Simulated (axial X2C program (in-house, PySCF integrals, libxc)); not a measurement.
Correcting the dissociation energy of KO⁺ for spin–orbit coupling

A spin-free CCSD(T) curve (one-electron X2C) was computed with an in-house relativistic program for diatomic molecules, basis K dyall-cv3z [11s12p6d3f], O dyall-av3z [7s6p3d2f] (cores contracted in-house), for the state M_S = 1, Λ = 0 (beyond evenly filled blocks: π+α, π-α). It gives D0 = 0.167 eV to K+ + O, which in a spin-free picture are the weighted means of the ground terms.

Correlated methods: 14 electrons correlated (number of frozen shells: K 2 s, 1 p; O 1 s), 238 virtual spin orbitals or spinors in MP2, 90 natural virtuals in coupled cluster.

Measured levels of the ground terms (NIST Handbook of Basic Atomic Spectroscopic Data), in cm⁻¹: K+ 1S: J = 0 at 0; O 3P: J = 2 at 0, J = 1 at 158.3, J = 0 at 227.

The molecular state has Λ = 0, so it has no first-order lowering.

(1) How far does each ground level lie under the (2J+1)-weighted mean of its term?

(2) Correct D0.

Second-order spin–orbit effects in the molecule, which grow quickly with Z, are left out. One determinant describes the state; a PBE0 search over occupations chose it and may have missed a lower one. De is counted from the lowest determinant-based energies of the atoms at the same level, without counterpoise correction. Coupled cluster ran in a truncated set of natural virtual spinors; the MP2 energy of the rest was added. (T) has no such correction and the atoms are truncated less, which lowers De at CCSD(T) by a hundredth of an eV or more. Other states lie close and PBE0, whose exact exchange favours high spin, may order them wrongly; the determinant shown need not be the ground state. The nearest other spin-free determinant of the search, M_S = 1, Λ = 1, lies 0.40 eV up at the distance of the search.

Results:

(1) K+: a single level, 0; O: (5 × 0 + 3 × 158.3 + 1 × 227)/9 = 78 cm⁻¹.

(2) D0 = 0.167 + (0 − 78)/8065.5 = 0.157 eV at CCSD(T) with these spin–orbit terms. The direct two-component run gives 0.160 eV; the difference holds second-order terms in the molecule, scalar two-electron terms, the gap between measured and computed atomic splittings (a 2c atom can miss part of its lowering) and, in coupled cluster, the truncation of each run.
